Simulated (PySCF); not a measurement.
From one molecule to another.

First species: C5H11As.
SMILES: `C=CC[As](C)C`

Second species: 1,1,1-trifluoro-2,2,2-trichloroethane, C2Cl3F3.
Geometry (PBE0-D3(BJ)/def2-SVP, Å), atoms numbered from 1 in this order:
```xyz
8
C2Cl3F3 angstrom
F     -1.4495    0.8790    0.5145
C     -0.5779    0.4328   -0.3742
F     -1.2153   -0.3234   -1.2533
F     -0.0457    1.4659   -1.0057
C      0.5360   -0.3914    0.3348
Cl     1.3528    0.6569    1.4976
Cl    -0.2180   -1.7573    1.1591
Cl     1.6744   -0.9593   -0.8884
```

Levels: CAM-B3LYP/def2-SVPD for dipole moment, HOMO energy, LUMO energy, HOMO–LUMO gap, static isotropic polarisability and electronic spatial extent ⟨r²⟩ about the centre of nuclear charge; TDDFT CAM-B3LYP/def2-SVPD for lowest singlet excitation; TDA CAM-B3LYP/def2-SVPD for lowest triplet excitation (Tamm–Dancoff); ΔSCF CAM-B3LYP/def2-SVPD for vertical ionisation energy. Geometries: PBE0-D3(BJ)/def2-SVP. Each structure is a single optimised conformer of the isolated species, non-relativistic unless stated; the electronic structure was computed with PySCF and density fitting.

Dipoles, sizes and rotational constants follow the conformer. The torsions of the flexible species, by atom-mapped SMILES:
- `[CH2:1]=[CH:2][CH2:3][As:4]([CH3:5])[CH3:6]`: C1–C2–C3–As4 -102°, C2–C3–As4–C5 -164°
- `[F:1][C:2]([F:3])([F:4])[C:5]([Cl:6])([Cl:7])[Cl:8]`: F1–C2–C5–Cl6 -60°

```csv
property,column X,column Y
dipole moment,1.15 D,0.65 D
HOMO energy,-7.78 eV,-10.71 eV
LUMO energy,1.01 eV,-0.12 eV
HOMO–LUMO gap,8.79 eV,10.59 eV
lowest singlet excitation,5.94 eV,6.64 eV
lowest triplet excitation (Tamm–Dancoff),4.15 eV,5.95 eV
static isotropic polarisability,97.2 au,67.8 au
vertical ionisation energy,8.50 eV,11.75 eV
electronic spatial extent ⟨r²⟩ about the centre of nuclear charge,1056 bohr²,1253 bohr²
```

**Question.** Which column belongs to which species?

**Answer.** Column X is the first species and column Y the second. The first has 17 atoms and 74 electrons, the second 8 and 90.

**Question.** How does each property change from the first species to the second?

**Answer.** dipole moment -0.50 D; HOMO energy -2.93 eV; LUMO energy -1.13 eV; HOMO–LUMO gap +1.80 eV; lowest singlet excitation +0.70 eV; lowest triplet excitation (Tamm–Dancoff) +1.80 eV; static isotropic polarisability -29.4 au; vertical ionisation energy +3.25 eV; electronic spatial extent ⟨r²⟩ about the centre of nuclear charge +197 bohr².

On the first: S1 lies 2.85 eV below the HOMO–LUMO gap; its leading configuration is HOMO→LUMO, weight 0.94. The ΔSCF ionisation energy exceeds −ε(HOMO) by 0.72 eV with CAM-B3LYP. Relativistic effects, spin–orbit coupling among them, are left out although an element past zinc is present.

On the second: S1 lies 3.95 eV below the HOMO–LUMO gap; its leading configuration is HOMO→LUMO, weight 0.88. The principal polarisabilities are 61.4, 71.0 and 71.0 au; their mean is the isotropic value.
